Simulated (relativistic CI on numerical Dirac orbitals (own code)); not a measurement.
# Level scheme of Au76+

Method of calculation: Dirac-Coulomb-Breit CI, separate exchange-only KLI orbitals for each configuration, model QED (radiative potential, 1s self-energy scaled to tabulated hydrogen-like ionisation energies), unscaled Slater integrals (own radial code, finite nucleus).

Configuration list (outside the closed core 1s2): 2s, 2p, 3s, 3p, 3d, 4s, 4p, 4d, 4f, 5s, 5p, 5d, 5f, 5g, 6s, 6p, 6d. Levels of other configurations are missing.

The lowest level is 2s ²S1/2, with 100 % of that term; Hund's rules for 2s give ²S with J = 1/2, in agreement.

| No. | Configuration | Term | J | E (eV) | % | Next component (%) | Landé g | jj configuration (%) |
| --- | --- | --- | --- | --- | --- | --- | --- | --- |
| 1 | 2s | ²S | 1/2 | 0.0 | 100 |  | 1.942 | 2s (100) |
| 2 | 2p | ²P° | 1/2 | 217.5 | 100 |  | 0.606 | 2p1/2 (100) |
| 3 | 2p | ²P° | 3/2 | 2246.7 | 100 |  | 1.291 | 2p3/2 (100) |
| 4 | 3s | ²S | 1/2 | 12980.6 | 100 |  | 1.976 | 3s (100) |
| 5 | 3p | ²P° | 1/2 | 13038.7 | 100 |  | 0.640 | 3p1/2 (100) |
| 6 | 3p | ²P° | 3/2 | 13644.3 | 100 |  | 1.315 | 3p3/2 (100) |
| 7 | 3d | ²D | 3/2 | 13656.5 | 100 |  | 0.780 | 3d3/2 (100) |
| 8 | 3d | ²D | 5/2 | 13823.1 | 100 |  | 1.182 | 3d5/2 (100) |
| 9 | 4s | ²S | 1/2 | 17412.6 | 100 |  | 1.988 | 4s (100) |
| 10 | 4p | ²P° | 1/2 | 17436.0 | 100 |  | 0.652 | 4p1/2 (100) |
| 11 | 4p | ²P° | 3/2 | 17689.5 | 100 |  | 1.323 | 4p3/2 (100) |
| 12 | 4d | ²D | 3/2 | 17694.7 | 100 |  | 0.789 | 4d3/2 (100) |
| 13 | 4d | ²D | 5/2 | 17765.4 | 100 |  | 1.190 | 4d5/2 (100) |
| 14 | 4f | ²F° | 5/2 | 17765.5 | 100 |  | 0.847 | 4f5/2 (100) |
| 15 | 4f | ²F° | 7/2 | 17799.6 | 100 |  | 1.133 | 4f7/2 (100) |
| 16 | 5s | ²S | 1/2 | 19422.3 | 100 |  | 1.993 | 5s (100) |
| 17 | 5p | ²P° | 1/2 | 19433.9 | 100 |  | 0.657 | 5p1/2 (100) |
| 18 | 5p | ²P° | 3/2 | 19562.6 | 100 |  | 1.327 | 5p3/2 (100) |
| 19 | 5d | ²D | 3/2 | 19565.3 | 100 |  | 0.793 | 5d3/2 (100) |
| 20 | 5d | ²D | 5/2 | 19601.6 | 100 |  | 1.194 | 5d5/2 (100) |
| 21 | 5f | ²F° | 5/2 | 19601.7 | 100 |  | 0.850 | 5f5/2 (100) |
| 22 | 5g | ²G | 7/2 | 19619.2 | 100 |  | 0.882 | 5g7/2 (100) |
| 23 | 5f | ²F° | 7/2 | 19619.2 | 100 |  | 1.137 | 5f7/2 (100) |
| 24 | 5g | ²G | 9/2 | 19629.5 | 100 |  | 1.105 | 5g9/2 (100) |
| 25 | 6s | ²S | 1/2 | 20497.5 | 100 |  | 1.996 | 6s (100) |
| 26 | 6p | ²P° | 1/2 | 20504.1 | 100 |  | 0.660 | 6p1/2 (100) |
| 27 | 6p | ²P° | 3/2 | 20578.1 | 100 |  | 1.329 | 6p3/2 (100) |
| 28 | 6d | ²D | 3/2 | 20579.6 | 100 |  | 0.795 | 6d3/2 (100) |
| 29 | 6d | ²D | 5/2 | 20600.6 | 100 |  | 1.196 | 6d5/2 (100) |

Energies count from the lowest computed level; ° marks odd parity. Filled j subshells are mostly left out of the jj labels.

The mean weight of the leading LS term, summed over parents, in these 29 levels is 100 %, and that of the leading jj configuration (from the same eigenvectors) 100 %.

At this charge energies of transitions that change n are usually good to better than 1 %, and those within a shell (Δn = 0) to a few per cent.
